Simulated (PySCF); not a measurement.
boron oxyfluoride (BFO), SMILES FB=O. The structure is a stationary point at PBE-D3(BJ)/def2-TZVP.

All values below come from PySCF 2.14.0 with PBE-D3(BJ)/def2-TZVP.

Harmonic wavenumbers (cm⁻¹): 491, 491, 991, 2067. Rotational constants (GHz): 9.174 (linear); symmetry number 1.

### Question
Work out the zero-point energy and the ideal-gas rigid-rotor harmonic-oscillator thermochemistry at 298.15 K and 1 atm.

### Answer
ZPE = ½ Σ hcν = ½ × 4039 cm⁻¹ = 5.77 kcal/mol. H − E(el) = 8.16 kcal/mol. Entropy in cal/(mol K): translation 37.39, rotation 14.94, vibration 1.46, total 53.79. G − E(el) = -7.88 kcal/mol. Cp = 9.89 cal/(mol K).
